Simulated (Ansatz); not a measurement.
H₄OS₃Ti (`[OH][Ti]([SH])([SH])[SH]`), relaxed with RKS PBE0-D4/def2-TZVP in the Gaussian-basis code of Ansatz from a PBE-D4/def2-SVP geometry. The force threshold is 0.005 eV/Å; the program also tests the step.

The species carries charge 0 and has multiplicity 1.

Start:

```xyz
9

O     0.919    1.856   -0.289
Ti    0.214    0.244   -0.196
S     1.445   -1.026    1.276
S     0.071   -0.609   -2.314
S    -1.967    0.249    0.527
H     0.627    2.775   -0.150
H     0.550   -2.047    1.117
H    -0.323   -1.809   -1.791
H    -1.537    0.366    1.820
```

```csv
step,energy (eV),largest force (eV/Å),largest move (Å)
1,-57721.6935,0.645,0.000
2,-57721.7157,0.196,0.036
3,-57721.7188,0.052,0.020
4,-57721.7191,0.033,0.018
5,-57721.7193,0.035,0.006
6 (rejected),-57721.7185,0.311,0.029
7,-57721.7199,0.015,0.015
8,-57721.7205,0.006,0.035
9,-57721.7205,0.002,0.007
```

End:

```xyz
9

O     0.892    1.840   -0.280
Ti    0.186    0.234   -0.191
S     1.458   -1.016    1.242
S     0.050   -0.598   -2.307
S    -1.981    0.220    0.543
H     0.697    2.769   -0.147
H     0.590   -2.044    1.160
H    -0.304   -1.812   -1.839
H    -1.589    0.407    1.819
```

Run time 60 s (4 threads of an Arm Neoverse V2 on a shared host); peak host memory 0.76 GiB.
